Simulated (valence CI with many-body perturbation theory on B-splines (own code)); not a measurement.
**Level structure of Nd¹¹⁺**

Method: relativistic CI+MBPT: three valence electrons over a frozen Dirac-Fock core [Kr] 4d10, radial functions for each j: 8 s, 8 p, 9 d, 9 f, 6 g, 3 h, 2 i, with the one-electron correlation potential Σ1, the two-electron term Σ2, the three-electron term Σ3, Breit, model QED; selected CI, second order for the rest (own B-spline code, finite nucleus).

No measured spectrum was set against this ion. As an estimate, terms of the open shell hold to a few per cent of their energy, and close levels can change places; configurations with another count of f electrons can be misplaced by thousands of cm⁻¹. Core correlation moves these levels by up to 48000 cm⁻¹, and in measured spectra 5 to 20 % of such shifts remained as error; rates that hang on mixing are uncertain with them.

Levels 46 to 80 of 80, with energies above the lowest level, 4f5s² ²F°_5/2. "Leading %" is the weight of the configuration and term that name the level; weights of strongly mixed levels are sums over their largest components and can fall short. In the jj column 3d3/2^4 stands for four electrons in 3d with j = 3/2. Lifetimes count E1, E2, E3, M1 and M2 decay at the calculated energies, and are blank where another channel may lead or the interval is too uncertain; long ones can be off by a factor of two.

| No. | Configuration | Term | J | E (cm⁻¹) | Leading % | Lifetime | Leading jj |
| --- | --- | --- | --- | --- | --- | --- | --- |
| 46 | 4f5s5p | ²D | 3/2 | 213740 | 84 | 4.15 ns | 4f7/2 5s 5p3/2 (95 %) |
| 47 | 5s5p² | ⁴P | 1/2 | 218820 | 80 | 1.97 ns | 5s 5p1/2^2 (70 %) |
| 48 | 4f5s5p | ²F | 5/2 | 229820 | 85 | 61.0 ps | 4f5/2 5s 5p3/2 (86 %) |
| 49 | 4f5s5p | ²F | 7/2 | 233710 | 85 | 59.1 ps | 4f7/2 5s 5p3/2 (78 %) |
| 50 | 4f5s5p | ²G | 7/2 | 239230 | 92 | 55.1 ps | 4f5/2 5s 5p3/2 (76 %) |
| 51 | 4f5s5p | ²G | 9/2 | 241850 | 93 | 53.9 ps | 4f7/2 5s 5p3/2 (87 %) |
| 52 | 4f5s5p | ²D | 3/2 | 242320 | 92 | 54.4 ps | 4f5/2 5s 5p3/2 (85 %) |
| 53 | 5s5p² | ⁴P | 3/2 | 244470 | 95 | 2.67 ns | 5s 5p1/2 5p3/2 (94 %) |
| 54 | 4f5s5p | ²D | 5/2 | 245670 | 88 | 54.5 ps | 4f7/2 5s 5p3/2 (79 %) |
| 55 | 5s5p² | ⁴P | 5/2 | 259630 | 69 | 1.36 ns | 5s 5p1/2 5p3/2 (78 %) |
| 56 | 4f³ | ⁴I° | 9/2 | 277030 | 97 | 119 ns | 4f5/2^3 (60 %) |
| 57 | 4f³ | ⁴I° | 11/2 | 279220 | 99 | 237 ns | 4f5/2^2 4f7/2 (86 %) |
| 58 | 4f³ | ⁴I° | 13/2 | 281560 | 100 | 561 ns | 4f5/2 4f7/2^2 (81 %) |
| 59 | 4f³ | ⁴I° | 15/2 | 283990 | 99 | 1.68 μs | 4f7/2^3 (52 %) |
| 60 | 5s5p² | ²D | 3/2 | 285050 | 79 | 156 ps | 5s 5p1/2 5p3/2 (83 %) |
| 61 | 4f³ | ⁴F° | 3/2 | 292930 | 92 | 12.6 ns | 4f5/2^3 (42 %) |
| 62 | 4f³ | ²H° | 9/2 | 293150 | 57 | 1.04 ns | 4f5/2^2 4f7/2 (33 %) |
| 63 | 4f²5p | ⁴I° | 9/2 | 293970 | 45 | 334 ps | 4f5/2^2 5p1/2 (73 %) |
| 64 | 4f³ | ⁴F° | 5/2 | 294180 | 96 | 15.7 ns | 4f5/2^2 4f7/2 (70 %) |
| 65 | 4f³ | ⁴S° | 3/2 | 295060 | 93 | 18.6 ns | 4f5/2^2 4f7/2 (54 %) |
| 66 | 4f³ | ⁴F° | 7/2 | 295250 | 89 | 13.3 ns | 4f5/2^2 4f7/2 (55 %) |
| 67 | 4f³ | ⁴F° | 9/2 | 296620 | 76 | 9.93 ns | 4f5/2 4f7/2^2 (79 %) |
| 68 | 4f³ | ²H° | 11/2 | 296990 | 89 | 3.81 ns | 4f5/2 4f7/2^2 (61 %) |
| 69 | 4f²5p | ⁴H° | 7/2 | 298660 | 53 | 249 ps | 4f5/2^2 5p1/2 (71 %) |
| 70 | 5s5p² | ²P | 1/2 | 299260 | 72 | 40.7 ps | 5s 5p1/2 5p3/2 (75 %) |
| 71 | 4f²5p | ⁴I° | 11/2 | 299900 | 50 | 249 ps | 4f5/2 4f7/2 5p1/2 (90 %) |
| 72 | 4f³ | ²G° | 7/2 | 299930 | 69 | 2.66 ns | 4f5/2^2 4f7/2 (50 %) |
| 73 | 4f²5p | ⁴H° | 9/2 | 300300 | 40 | 248 ps | 4f5/2 4f7/2 5p1/2 (92 %) |
| 74 | 4f³ | ⁴G° | 5/2 | 300360 | 65 | 709 ps | 4f5/2^2 4f7/2 (26 %) |
| 75 | 4f³ | ²K° | 13/2 | 302620 | 98 | 62.5 ns | 4f5/2^2 4f7/2 (67 %) |
| 76 | 4f³ | ²G° | 9/2 | 302940 | 47 | 4.91 ns | 4f7/2^3 (50 %) |
| 77 | 4f³ | ⁴G° | 7/2 | 303000 | 68 | 2.07 ns | 4f5/2^2 4f7/2 (46 %) |
| 78 | 4f²5p | ⁴G° | 5/2 | 303420 | 51 | 360 ps | 4f5/2^2 5p1/2 (46 %) |
| 79 | 4f²5p | ²D° | 3/2 | 304040 | 28 | 413 ps | 4f5/2^2 5p1/2 (41 %) |
| 80 | 4f²5p | ⁴G° | 11/2 | 304050 | 40 | 283 ps | 4f7/2^2 5p1/2 (66 %) |

Names give the largest LS component (configuration and term), which can be under half, so a name can repeat, a term be missing and a line seem to break the LS rules; names also repeat where a configuration has a term twice.

Where two levels of one J and parity lie close, their mixing, g and order are uncertain.
